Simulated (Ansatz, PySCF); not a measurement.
This Ansatz (a quantum-chemistry and plane-wave program) input computes a r2SCAN/def2-TZVPD energy:

Ansatz 0.2 input:
```yaml
crystal:
  periodic: [false, false, false]
  atoms:
    - {symbol: Si, position_ang: [-0.01956336, 0.09539492, -0.82632276]}
    - {symbol: C, position_ang: [1.69561231, -0.26807529, -1.46723918]}
    - {symbol: C, position_ang: [-1.27295667, -1.11573444, -1.49481579]}
    - {symbol: C, position_ang: [-0.52045956, 1.86072144, -1.16901404]}
    - {symbol: Br, position_ang: [0.03369424, -0.16429991, 1.42318643]}
    - {symbol: H, position_ang: [2.42794854, 0.41568342, -1.03550888]}
    - {symbol: H, position_ang: [1.99738532, -1.28738280, -1.22192587]}
    - {symbol: H, position_ang: [1.72328755, -0.15604887, -2.55460980]}
    - {symbol: H, position_ang: [-0.99521053, -2.14190270, -1.24972568]}
    - {symbol: H, position_ang: [-1.33692644, -1.02987677, -2.58303775]}
    - {symbol: H, position_ang: [-2.26320082, -0.92384943, -1.07908745]}
    - {symbol: H, position_ang: [-0.56119841, 2.03846761, -2.24717793]}
    - {symbol: H, position_ang: [0.19394032, 2.56171011, -0.73486999]}
    - {symbol: H, position_ang: [-1.50461318, 2.07669716, -0.75064875]}
basis:
  gaussian:
    orbitals: def2-TZVPD
hamiltonian:
  xc: {name: r2SCAN}
output: {forces: true}
```

Q: Write an input for the same energy in PySCF and say what it gives.

A: 
```python
from pyscf import gto, scf, dft

mol = gto.M(
    atom='''
    Si   -0.01956336    0.09539492   -0.82632276
    C     1.69561231   -0.26807529   -1.46723918
    C    -1.27295667   -1.11573444   -1.49481579
    C    -0.52045956    1.86072144   -1.16901404
    Br    0.03369424   -0.16429991    1.42318643
    H     2.42794854    0.41568342   -1.03550888
    H     1.99738532   -1.28738280   -1.22192587
    H     1.72328755   -0.15604887   -2.55460980
    H    -0.99521053   -2.14190270   -1.24972568
    H    -1.33692644   -1.02987677   -2.58303775
    H    -2.26320082   -0.92384943   -1.07908745
    H    -0.56119841    2.03846761   -2.24717793
    H     0.19394032    2.56171011   -0.73486999
    H    -1.50461318    2.07669716   -0.75064875
    ''',
    basis='def2-tzvpd',
    charge=0,
    spin=0,
    verbose=4,
)

mf = dft.RKS(mol, xc='r2scan').density_fit(auxbasis='def2-universal-jkfit')
mf.grids.level = 4
mf.conv_tol = 1e-9
mf.max_cycle = 100
mf.max_memory = 1500
mf.kernel()
if not mf.converged:
    mf = mf.newton()
    mf.kernel(mf.make_rdm1())
mf.analyze()
```
It gives -2983.41725 Eh, and Ansatz -2983.41709 Eh, a difference of 0.16 mEh, from the treatment of integrals and grids.
